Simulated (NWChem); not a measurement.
SiH$_{2}$OClF; SMILES O[SiH](F)Cl

```xyz
6

Si    -0.0035     0.4580     0.3725
O     -1.2888     1.2525    -0.2530
F      1.3736     1.0307    -0.2430
Cl    -0.0539    -1.5332    -0.1190
H     -0.0067     0.6517     1.8296
H     -1.4996     1.1414    -1.1853
```
Atoms are numbered in this order, from 1.

Level: PBE0/def2-SVP (NWChem), optimised geometry, unscaled harmonic frequencies. 

```json
[
 {"frequency (cm⁻¹)": "186", "IR intensity (km/mol)": "45.0"},
 {"frequency (cm⁻¹)": "249", "IR intensity (km/mol)": "18.0"},
 {"frequency (cm⁻¹)": "312", "IR intensity (km/mol)": "85.0"},
 {"frequency (cm⁻¹)": "351", "IR intensity (km/mol)": "64.2"},
 {"frequency (cm⁻¹)": "564", "IR intensity (km/mol)": "81.3"},
 {"frequency (cm⁻¹)": "758", "IR intensity (km/mol)": "79.0"},
 {"frequency (cm⁻¹)": "830", "IR intensity (km/mol)": "80.5"},
 {"frequency (cm⁻¹)": "859", "IR intensity (km/mol)": "248.2"},
 {"frequency (cm⁻¹)": "902", "IR intensity (km/mol)": "129.4"},
 {"frequency (cm⁻¹)": "993", "IR intensity (km/mol)": "184.7"},
 {"frequency (cm⁻¹)": "2366", "IR intensity (km/mol)": "79.8"},
 {"frequency (cm⁻¹)": "3932", "IR intensity (km/mol)": "137.8"}
]
```

```
Quantity                                                                            Value
-----------------------------------------------------------------------  ----------------
zero-point energy                                                           17.6 kcal/mol
thermal correction to the enthalpy at 298.15 K (with zero-point energy)     21.4 kcal/mol
heat capacity Cv                                                         16.7 cal/(mol K)
entropy at 298.15 K and 1 atm (symmetry number 1)                        73.7 cal/(mol K)
dipole moment                                                                      1.20 D
```

Rigid rotor and harmonic oscillator.
